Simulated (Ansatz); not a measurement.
Li9Br9 (started as a model of: 2x3x3 LiBr rock-salt block). Charge 0, multiplicity 3. Geometry PBE-D4/def2-SVP, that of the neutral singlet; atoms count from 1.

```csv
atom,x (Å),y (Å),z (Å)
Li1,-0.1060,0.9576,3.3181
Br2,2.0786,1.0202,2.1645
Li3,3.4344,-0.0209,0.3797
Br4,-1.6277,2.0936,1.7366
Li5,0.3937,1.3662,0.0194
Br6,2.5050,0.9515,-1.6934
Li7,-2.9162,1.8192,-0.3542
Br8,-1.2012,2.0256,-2.1214
Li9,0.6241,0.8407,-3.2926
Br10,-0.8014,-1.3265,3.6104
Li11,1.2025,-1.5446,1.9630
Br12,3.0863,-2.4009,0.3834
Li13,-2.2184,-0.5534,1.5676
Br14,-0.3369,-1.1698,-0.0166
Li15,1.5958,-1.6076,-1.5984
Br16,-3.8876,-0.3802,-0.4228
Li17,-1.8250,-0.6163,-1.9936
Br18,0.0001,-1.4547,-3.6497
```

The gap within one spin of the charge 0 triplet nearly closes, so an electron or hole may be smeared out by delocalisation error. At PBE-D4/def2-SVP a singlet of charge 0 lies 5.39 eV below the triplet at the same geometry.

Q: Estimate the Mulliken populations from the PBE/def2-SVP orbitals of Ansatz.

A: 
| atom | charge (e) | spin (α − β) |
| --- | --- | --- |
| Li1 | 0.33 | 0.21 |
| Br2 | -0.39 | 0.07 |
| Li3 | 0.38 | 0.16 |
| Br4 | -0.36 | 0.11 |
| Li5 | 0.43 | -0.03 |
| Br6 | -0.42 | 0.03 |
| Li7 | 0.33 | 0.21 |
| Br8 | -0.39 | 0.07 |
| Li9 | 0.38 | 0.16 |
| Br10 | -0.35 | 0.15 |
| Li11 | 0.40 | 0.08 |
| Br12 | -0.36 | 0.14 |
| Li13 | 0.38 | 0.09 |
| Br14 | -0.42 | 0.12 |
| Li15 | 0.40 | 0.07 |
| Br16 | -0.35 | 0.15 |
| Li17 | 0.40 | 0.08 |
| Br18 | -0.36 | 0.14 |
Mulliken values depend strongly on the basis.

Q: Where does the spin sit?

A: Summed by element: Li 1.02, Br 0.98, of 2 unpaired in all. Largest on single atoms: Li7 0.21, Li1 0.21, Li3 0.16.

Q: And the Mayer bond orders between heavy atoms (over 0.3)?

A: Li1–Br10 0.32 (2.41 Å); Li3–Br12 0.32 (2.41 Å); Li7–Br16 0.32 (2.41 Å); Li9–Br18 0.32 (2.41 Å).
